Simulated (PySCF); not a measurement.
**Oscillator strengths, rates and cross-sections**

Species: C₃H₉FGe.
SMILES: `C[C](C)(F)[GeH3]`

Method: PySCF 2.14.0, density-fitted response routines, TDDFT B3LYP/def2-SVPD, vertical, gas phase, core orbitals frozen in the response. Isolated species at its PBE0-D3(BJ)/def2-SVP geometry, gas phase. Relativistic effects, spin–orbit coupling among them, are left out although an element past zinc is present.

For one non-degenerate pair of states in vacuum, A = 0.6670 f ν̃² s⁻¹ with ν̃ in cm⁻¹, τ = 1/A, |μ|² = 3f / (2ΔE) in atomic units, and the integrated cross-section is ∫σ dE = 109.76 f Mb·eV.

The rates are for emission to S0 at the absorption energy, with no other channel.

Energies and rates of the computed singlets with f of 0.002 or more:

```tsv
state	λ (nm)	A (s⁻¹)
S1	179.2	4.11×10⁷
S2	163.8	5.37×10⁸
S3	159.9	3.78×10⁸
S4	159.3	1.99×10⁷
S5	152.3	1.88×10⁸
S6	148.0	2.53×10⁸
```

Which f and |μ| stand behind these rates?

f = A / (0.6670 ν̃²), and |μ| follows from f:

```
state       f  |μ| (D)       τ  main configurations (H = HOMO, L = LUMO)
   S1   0.020     0.87   24 ns                                 H→L (99%)
   S2   0.216     2.74  1.9 ns                  H→L+1 (55%), H→L+2 (40%)
   S3   0.145     2.22  2.6 ns                  H→L+2 (54%), H→L+1 (41%)
   S4  0.0076     0.51   50 ns                               H→L+3 (96%)
   S5   0.065     1.45  5.3 ns                               H→L+4 (96%)
   S6   0.083     1.62    4 ns                               H-1→L (86%)
```

How much energy does a mole of photons resonant with S2 carry?

7.572 eV × 96.485 = 731 kJ/mol (175 kcal/mol).

Suppose S1 emitted 0.3 eV lower with the same transition dipole. How would A change?

At fixed |μ|, A goes as the cube of the energy: (6.62/6.92)³ = 0.88, which makes τ about 28 ns.

What is the integrated cross-section of all computed states together?

Σf = 0.537 over S1 to S6, so 109.76 × Σf ≈ 58.9 Mb·eV.

Without π bonds the low states are Rydberg-like; a valence basis with one diffuse set may place them up to an eV too high.
